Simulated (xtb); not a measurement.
Input for xtb: GFN1-xTB on CH2O2 (SMILES O=CO).

```
$ xtb mol.xyz --gfn 1 --sp --chrg 0 --uhf 0
5

C     -0.39790514    -0.11935457     0.07866539
O     -0.40093078    -0.12025391     1.27537517
O      0.65623452     0.19688715    -0.69266216
H     -1.25466404    -0.37638856    -0.55707097
H      1.39716543     0.41910989    -0.10420744
```

It printed:

```
[...]
           -------------------------------------------------
          |                Calculation Setup                |
           -------------------------------------------------



           -------------------------------------------------
          |                 G F N 1 - x T B                 |
           -------------------------------------------------

        Reference                      10.1021/acs.jctc.7b00118
      * Hamiltonian:
        H0-scaling (s, p, d)           1.850000    2.250000    2.000000
        zeta-weighting                 0.000000
      * Dispersion:
        s8                             2.400000
        a1                             0.630000
        a2                             5.000000
        s9                             0.000000
      * Repulsion:
        kExp                           1.500000
        rExp                           1.000000
      * Coulomb:
        alpha                          2.000000
        third order                    atomic
        anisotropic                    false
      * Halogen bond correction:
        rad-scale                      1.300000
        damping                        0.440000


          ...................................................
          :                      SETUP                      :
          :.................................................:
          :  # basis functions                  16          :
          :  # atomic orbitals                  16          :
          :  # shells                           10          :
          :  # electrons                        18          :
          :  # halogen bonds                     0          :
          :  max. iterations                   250          :
          :  Hamiltonian                  GFN1-xTB          :
          :  restarted?                      false          :
          :  GBSA solvation                  false          :
          :  PC potential                    false          :
          :  electronic temp.          300.0000000     K    :
          :  accuracy                    1.0000000          :
          :  -> integral cutoff          0.2500000E+02      :
          :  -> integral neglect         0.1000000E-07      :
          :  -> SCF convergence          0.1000000E-05 Eh   :
          :  -> wf. convergence          0.2000000E-04 e    :
          :  Broyden damping             0.4000000          :
          :  net charge                          0          :
          :  unpaired electrons                  0          :
          ...................................................

 iter      E             dE          RMSdq      gap      omega  full diag
   1    -12.5732695 -0.125733E+02  0.742E+00    7.18       0.0  T
   2    -12.6723144 -0.990449E-01  0.413E+00    5.43       1.0  T
   3    -12.6754287 -0.311427E-02  0.214E+00    5.87       1.0  T
   4    -12.6764716 -0.104291E-02  0.245E-01    5.62       1.0  T
   5    -12.6767560 -0.284442E-03  0.291E-02    5.70       1.5  T
   6    -12.6767595 -0.354102E-05  0.309E-03    5.70      14.5  T
   7    -12.6767596 -0.324998E-07  0.601E-04    5.70      74.4  T
   8    -12.6767596 -0.177850E-08  0.190E-04    5.70     235.6  T
   9    -12.6767596  0.852722E-10  0.192E-04    5.70     232.8  T

   *** convergence criteria satisfied after 9 iterations ***

         #    Occupation            Energy/Eh            Energy/eV
      -------------------------------------------------------------
         1        2.0000           -0.8454823             -23.0067
       ...           ...                  ...                  ...
         3        2.0000           -0.7159774             -19.4827
         4        2.0000           -0.6545027             -17.8099
         5        2.0000           -0.6391160             -17.3912
         6        2.0000           -0.6354945             -17.2927
         7        2.0000           -0.5649315             -15.3726
         8        2.0000           -0.5496742             -14.9574
         9        2.0000           -0.4901815             -13.3385 (HOMO)
        10                         -0.2807169              -7.6387 (LUMO)
        11                         -0.1432795              -3.8988
        12                         -0.1296465              -3.5279
        13                          0.1829839               4.9792
        14                          0.2622355               7.1358
       ...                                ...                  ...
        16                          0.7124360              19.3864
      -------------------------------------------------------------
                  HL-Gap            0.2094647 Eh            5.6998 eV
             Fermi-level           -0.3854492 Eh          -10.4886 eV

 SCC (total)                   0 d,  0 h,  0 min,  0.004 sec
 SCC setup                      ...        0 min,  0.000 sec (  3.482%)
 Dispersion                     ...        0 min,  0.000 sec (  1.984%)
 classical contributions        ...        0 min,  0.000 sec (  1.034%)
 integral evaluation            ...        0 min,  0.001 sec ( 18.087%)
 iterations                     ...        0 min,  0.002 sec ( 42.626%)
 molecular gradient             ...        0 min,  0.001 sec ( 26.036%)
 printout                       ...        0 min,  0.000 sec (  6.239%)

         :::::::::::::::::::::::::::::::::::::::::::::::::::::
         ::                     SUMMARY                     ::
         :::::::::::::::::::::::::::::::::::::::::::::::::::::
         :: total energy             -12.587922559280 Eh    ::
         :: gradient norm              0.021089322369 Eh/a0 ::
         :: HOMO-LUMO gap              5.699823311188 eV    ::
         ::.................................................::
         :: SCC energy               -12.676759583418 Eh    ::
         :: -> electrostatic           0.084446941525 Eh    ::
         :: repulsion energy           0.089541050305 Eh    ::
         :: dispersion energy         -0.000704026168 Eh    ::
         :: halogen bond corr.         0.000000000000 Eh    ::
         :: add. restraining           0.000000000000 Eh    ::
         :: total charge               0.000000000000 e     ::
         :::::::::::::::::::::::::::::::::::::::::::::::::::::

           -------------------------------------------------
          |                Property Printout                |
           -------------------------------------------------

    * Orbital Energies and Occupations

         #    Occupation            Energy/Eh            Energy/eV
      -------------------------------------------------------------
         1        2.0000           -0.8454823             -23.0067
         2        2.0000           -0.8156462             -22.1949
         3        2.0000           -0.7159774             -19.4827
         4        2.0000           -0.6545027             -17.8099
         5        2.0000           -0.6391160             -17.3912
         6        2.0000           -0.6354945             -17.2927
         7        2.0000           -0.5649315             -15.3726
         8        2.0000           -0.5496742             -14.9574
         9        2.0000           -0.4901815             -13.3385 (HOMO)
        10                         -0.2807169              -7.6387 (LUMO)
        11                         -0.1432795              -3.8988
        12                         -0.1296465              -3.5279
        13                          0.1829839               4.9792
        14                          0.2622355               7.1358
        15                          0.3300806               8.9819
        16                          0.7124360              19.3864
      -------------------------------------------------------------
Note: The following floating-point exceptions are signalling: IEEE_DENORMAL
normal termination of xtb
                  HL-Gap            0.2094647 Eh            5.6998 eV
             Fermi-level           -0.3854492 Eh          -10.4886 eV

  Mulliken/CM5 charges         n(s)   n(p)   n(d)
     1C     0.58030  0.59065   0.967  2.452  0.000
     2O    -0.50348 -0.55849   1.718  4.786  0.000
     3O    -0.49950 -0.70073   1.700  4.800  0.000
     4H     0.04161  0.11289   0.958  0.000  0.000
     5H     0.38107  0.55567   0.619  0.000  0.000

Wiberg/Mayer (AO) data.
largest (>0.10) Wiberg bond orders for each atom

 ---------------------------------------------------------------------------
     #   Z sym  total        # sym  WBO       # sym  WBO       # sym  WBO
 ---------------------------------------------------------------------------
     1   6 C    3.827 --     2 O    1.773     3 O    1.120     4 H    0.936
     2   8 O    1.988 --     1 C    1.773     3 O    0.148
     3   8 O    2.119 --     1 C    1.120     5 H    0.840     2 O    0.148
     4   1 H    1.009 --     1 C    0.936
     5   1 H    0.873 --     3 O    0.840
 ---------------------------------------------------------------------------

Topologies differ in total number of bonds
Writing topology from bond orders to xtbtopo.mol

 dipole moment from electron density (au)
     X       Y       Z
   0.3760   0.1127  -0.6451  total (Debye):    1.919


           -------------------------------------------------
          | TOTAL ENERGY              -12.587922559280 Eh   |
          | GRADIENT NORM               0.021089322369 Eh/α |
          | HOMO-LUMO GAP               5.699823311188 eV   |
           -------------------------------------------------

------------------------------------------------------------------------
------------------------------------------------------------------------
 total:
 SCF:
```

The run finished.

Cost: around 0.06 core-seconds (rough).
